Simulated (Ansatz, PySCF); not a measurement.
Energy difference 2 R1 → P1, each structure at its B3LYP-D3(BJ)/def2-TZVP stationary point, reached from a drawn start (curvature not checked).
R1, OSi (SMILES [O+]#[Si-]) (charge 0, multiplicity 1, Z-matrix in Å and degrees):
```
Si
O 1 1.5131
```
P1, O2Si2 (charge 0, multiplicity 1):
```xyz
4

Si     1.2298     0.0000     0.0000
Si    -1.2298     0.0000     0.0000
O      0.0000     1.1728     0.0000
O      0.0000    -1.1728     0.0000
```

P less R. No zero-point or thermal terms.

Correlated levels freeze the cores.

Programs: Ansatz (Gaussian orbitals); PySCF for the D3/D4 terms. No computed number here is a measurement.

PBE/def2-TZVPP gives -51.62 kcal/mol for the reaction energy.

Q: How do the other levels lie against it? Give each less PBE: PBE-D3(BJ)/def2-TZVPP, r2SCAN/def2-TZVPP, B3LYP/def2-TZVPP, wB97M-V/def2-TZVPP, B2PLYP/def2-TZVPP, MP2/cc-pV(Q+d)Z, CCSD(T)/cc-pV(Q+d)Z.

A: PBE-D3(BJ)/def2-TZVPP -1.53; r2SCAN/def2-TZVPP -5.44; B3LYP/def2-TZVPP 0.71; wB97M-V/def2-TZVPP -6.69; B2PLYP/def2-TZVPP 1.48; MP2/cc-pV(Q+d)Z -0.69; CCSD(T)/cc-pV(Q+d)Z -3.92 kcal/mol. 2 of 7 lie above PBE; the widest gap is to wB97M-V/def2-TZVPP.

Ansatz is a first-principles code.
